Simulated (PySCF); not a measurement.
B(H)(NH2)(NMe2) (C₂H₉BN₂), SMILES CN(BN)C.

Coordinates come from a r2SCAN-D4/def2-SVP optimisation. The structure was generated by enumeration, and PubChem lists no compound with its InChIKey, so it may never have been made. Other conformers were not sampled.

Method: TDA-M06-2X/def2-SVPD (PySCF).

Vertical excitations. 

```
state  energy (eV)  λ (nm)      f                                            main pairs
-----  -----------  ------  -----  ----------------------------------------------------
S1            5.88     211  0.021                                        HOMO→LUMO 94 %
S2            6.72     185  0.002                                      HOMO→LUMO+1 76 %
S3            7.01     177  0.003                    HOMO→LUMO+2 80 %, HOMO→LUMO+1 13 %
S4            7.21     172  0.324                                      HOMO→LUMO+3 96 %
S5            7.58     164  0.013                                      HOMO→LUMO+4 70 %
S6            7.88     157  0.002                    HOMO→LUMO+5 61 %, HOMO→LUMO+6 26 %
S7            7.95     156  0.034  HOMO→LUMO+6 37 %, HOMO−1→LUMO 27 %, HOMO→LUMO+5 20 %
S8            8.28     150  0.003  HOMO−1→LUMO 46 %, HOMO→LUMO+6 24 %, HOMO→LUMO+4 18 %
S9            8.56     145  0.005                                      HOMO→LUMO+8 84 %
S10           8.57     145  0.047                                      HOMO→LUMO+7 95 %
T1            5.84     212      0                                        HOMO→LUMO 92 %
T2            5.96     208      0                                      HOMO→LUMO+3 89 %
T3            6.67     186      0                    HOMO→LUMO+1 65 %, HOMO→LUMO+2 14 %
T4            7.01     177      0                    HOMO→LUMO+2 70 %, HOMO→LUMO+1 20 %
```
Triplets are in the Tamm–Dancoff approximation.
